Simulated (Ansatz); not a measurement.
Cost and result for the atomization energy of BrH₅SSi₂ (`[SiH3][SiH](S)Br`) (9 atoms, 8 bonds).

```xyz
9

Si    0.7761   -0.8371   -1.0934
Si   -0.1084    0.5952    0.5262
S    -2.1826    0.1550    0.7098
Br    1.0046    0.2495    2.4335
H     2.2387   -0.5994   -1.1930
H     0.5206   -2.2401   -0.6786
H     0.1346   -0.5782   -2.4092
H     0.0735    2.0351    0.2214
H    -2.4573    1.2198    1.4832
```

Total charge 0; spin multiplicity 1. Correlated methods include outer-core shells of Br, which these sets cover unevenly. Scalar relativity is left out up to krypton. All single points use the PBE0-D4/def2-TZVP geometry. It is one conformer, not always the lowest. Program: Ansatz. All runs use 4 threads of an Arm Neoverse V1 on a shared host. Times are those of one run each, without the atoms' runs, and a repeat can differ threefold. Electronic energies, without spin–orbit coupling; frozen cores. CCSD(T)/CBS adds CCSD(T) − MP2 in def2-TZVPP to the MP2 limit, and its time is that of the two runs behind it. T1 = 0.010. With those shells the extrapolation isn't a true limit. B3LYP takes the VWN-RPA correlation (the form of Gaussian; ORCA's B3LYP/G). HSE06 is the plane-wave form, built on full-range PBE exchange.

CCSD(T)/CBS is a level of theory with its own doubt, some kJ/mol a heavy atom from the limit and from the frozen cores, so smaller differences don't rank the functionals.

```
                             level  functions  wall time  atomization (kJ/mol)  difference from CCSD(T)/CBS  per bond
   PBE-D4/def2-TZVPP (with forces)        244      2.9 s                2588.2                        -22.5      -2.8
               BHLYP-D4/def2-TZVPP        244      4.9 s                2552.2                        -58.5      -7.3
                  CCSD(T)/def2-SVP        111      5.5 s                2382.2                       -228.5     -28.6
r2SCAN-D4/def2-TZVPP (with forces)        244        6 s                2609.0                         -1.7      -0.2
                PBE0-D4/def2-TZVPP        244        6 s                2578.4                        -32.3      -4.0
               HSE06-D4/def2-TZVPP        244        6 s                2579.6                        -31.1      -3.9
                 B2PLYP/def2-TZVPP        244      6.5 s                2541.5                        -69.2      -8.7
 B3LYP-D4/def2-TZVPP (with forces)        244      7.5 s                2580.7                        -30.0      -3.8
             r2SCANh-D4/def2-TZVPP        244        9 s                2599.1                        -11.6      -1.5
                 B97M-V/def2-TZVPP        244       12 s                2621.4                         10.7       1.3
                    MP2/def2-QZVPP        449       36 s                2578.5                        -32.2      -4.0
                CCSD(T)/def2-TZVPP        244    2.5 min                2523.4                        -87.3     -10.9
                 CCSD(T)/CBS(def2)          –    3.1 min                2610.7                          0.0       0.0
```

From PBE to PBE0 (25 % exact exchange), in def2-TZVPP and without D4, the atomization energy moves by −6.1 kJ/mol: exact exchange takes away binding that semilocal exchange gives to molecules. At CCSD(T), def2-SVP lies −228.5 kJ/mol from the extrapolated value and def2-TZVPP −87.3 kJ/mol: correlation converges slowly with the basis, and small sets miss more of it in the bonded molecule than in its fragments. The D4 term adds +44.4 kJ/mol with B3LYP and +23.4 kJ/mol with PBE0; it sums over pairs of atoms, weighted by their polarisabilities, and B3LYP, whose exchange is more repulsive, gets the larger term.
